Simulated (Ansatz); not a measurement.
PBE exchange is replaced step by step with exact exchange (0 % is PBE, 25 % PBE0; no dispersion term), basis def2-SVP, Ansatz. System: In8N8H22, a nanocrystal cut from wurtzite InN (hydrogen-capped). Charge 0, multiplicity 1. Geometry: PBE-D4/def2-SVP.

Geometry of the singlet:

```xyz
38

In    1.1766   -1.5680   -3.6915
N    -0.4240   -2.8066   -2.6709
N     1.4927   -0.1518   -1.9930
In   -0.3047    1.0426   -1.6081
In   -1.0164   -2.4376   -0.5436
N    -1.6610   -0.3478   -0.5728
N     0.2747    2.4790   -0.0568
In   -1.3700    3.9328    0.3577
In   -2.2648    0.2584    1.4400
N    -2.8381    2.4047    1.1622
In    2.4505   -1.1929   -0.3460
N     0.8358   -2.3195    0.5759
N     2.7743    0.4196    1.1752
In    1.0890    1.7482    1.8184
In    0.4930   -1.7806    2.7304
N    -0.3682    0.2809    2.4891
H     0.3525   -0.7313   -4.9782
H     2.5548   -2.6377   -3.7605
H    -1.2816   -2.7476   -3.2415
H    -0.1449   -3.7971   -2.7442
H     2.1906    0.5224   -2.3539
H    -1.0430    1.7425   -3.0228
H    -2.2022   -3.6205   -0.0658
H    -2.5326   -0.3415   -1.1299
H     1.0176    3.0559   -0.4895
H    -2.0494    4.4634   -1.1561
H    -0.9201    4.8634    1.7649
H    -3.5991   -0.6031    2.1550
H    -3.6750    2.4217    0.5591
H    -3.1806    2.7510    2.0717
H     3.9462   -2.0322   -0.6418
H     1.1790   -3.2931    0.6466
H     3.5702    1.0054    0.8799
H     3.1022   -0.0587    2.0314
H     1.6626    2.9013    2.9891
H    -0.7844   -2.8119    3.3280
H     2.0927   -1.5521    3.4265
H    -0.5950    0.5381    3.4654
```

In the def2 sets In takes a core potential; there is no spin–orbit coupling. Single mean-field runs in def2-SVP are fitted with def2-universal-jkfit.

```csv
exact exchange (%),HOMO (eV),LUMO (eV),gap (eV)
0,-5.99,-1.77,4.22
5,-6.23,-1.60,4.63
10,-6.46,-1.43,5.03
15,-6.70,-1.25,5.45
25,-7.19,-0.91,6.28
35,-7.68,-0.56,7.12
```

(1) Estimate the row for 50 %.

Results:

(1) 
```tsv
exact exchange (%)	HOMO (eV)	LUMO (eV)	gap (eV)
50	-8.44	-0.05	8.38
```
